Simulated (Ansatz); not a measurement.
Consider the formal exchange of groups at a Ge–I bond: `[GeH3][I]` + `OBCCl` → `O[B]([GeH3])CCl` + HI.

Calculated with Ansatz (gas phase, PBE0-D4/def2-TZVP geometries, no zero-point term in ΔE). CBS: MP2 limit from def2 TZ/QZ plus the TZ coupled-cluster correction, frozen cores. Functionals use def2-TZVPP. Elements past krypton have def2 core potentials. For Ge, I outer-core shells are correlated without core-valence functions, which leaves a few kJ/mol of doubt a bond. Scalar relativity is left out up to krypton. One conformer a species, not always the lowest.

```tsv
level	ΔE (kJ/mol)
PBE-D4	99.5
SCS-MP2/def2-QZVPP	112.0
```

(1) What does CCSD(T)/CBS give? (Estimate.)

Largest T1 diagnostic among the species: 0.013.

Results:

(1) Ansatz gave: +104.3 kJ/mol. The listed levels differ from it by -4.8, 7.7 kJ/mol.

From PBE to PBE0 (25 % exact exchange), in def2-TZVPP and without D4, ΔE moves by +6.1 kJ/mol. The D4 term adds −4.9 kJ/mol with B3LYP and −3.0 kJ/mol with PBE0; it sums over pairs of atoms, weighted by their polarisabilities, and B3LYP, whose exchange is more repulsive, gets the larger term.

B3LYP here is the variant with VWN-RPA as its local correlation; programs differ in this.
